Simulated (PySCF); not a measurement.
A search over the determinants of SnI⁺

Unrestricted PBE0; Sn x2c-SVPall, I x2c-SVPall; spin-free X2C with a Gaussian nucleus (PySCF 2.14). Outer shells of the fragments: Sn+ 4d10 5s2 5p1; I 4d10 5s2 5p5.

Followed along the bond (rough minima from three points):

| 2Ms+1 | unpaired | ⟨S²⟩ at the start | R at minimum (Å) | Te (eV) |
| --- | --- | --- | --- | --- |
| 1 | none | 0.00 | 2.61 | 0.00 |
| 3 | π ↑↑ | 2.01 | none in the scan | ≤ 2.52 |

Solutions found at the starting distance of 2.760 Å, counted from the lowest of them; the search is not exhaustive and high or unbound solutions are not listed, so other states can lie among these:

| 2Ms+1 | unpaired | term | E (eV) | ⟨S²⟩ | ⟨Lz²⟩ | μ (D) |
| --- | --- | --- | --- | --- | --- | --- |
| 1 | none | ¹Σ⁺ | 0.00 | 0.00 | 0.00 | -5.11 |
| 3 | π ↑↑ | mixed | 2.60 | 2.01 | 2.01 | -0.72 |
| 3 | π ↑↑ | mixed | 2.76 | 2.00 | 2.01 | -0.80 |
| 1 | π ↑↓ | mixed | 2.77 | 1.01 | 2.01 | -0.81 |
| 3 | σ ↑, π ↑ | ³Π | 2.94 | 2.01 | 1.01 | -3.11 |
| 1 | σ ↓, π ↑ | mixed | 3.17 | 1.01 | 1.01 | -2.91 |
| 3 | σ ↑, π ↑ | ³Π | 4.65 | 2.00 | 1.01 | -1.22 |
| 1 | σ ↓, π ↑ | mixed | 4.77 | 1.01 | 1.01 | -1.29 |
| 3 | σ ↑↑ | ³Σ⁺ | 4.78 | 2.00 | 0.00 | -3.14 |
| 1 | σ ↓, π ↑↑↓ | mixed | 7.16 | 2.01 | 3.01 | 1.91 |

A term symbol is given only where ⟨S²⟩ and ⟨Lz²⟩ are close to those of a pure state; real π, δ and φ orbitals otherwise mix terms. A positive dipole points towards I; it is taken about the centre of mass and depends on that origin.

Spin–orbit coupling is left out. Counting both spins, an empty level lies below a filled one in some of these solutions, because spin and occupation are held.
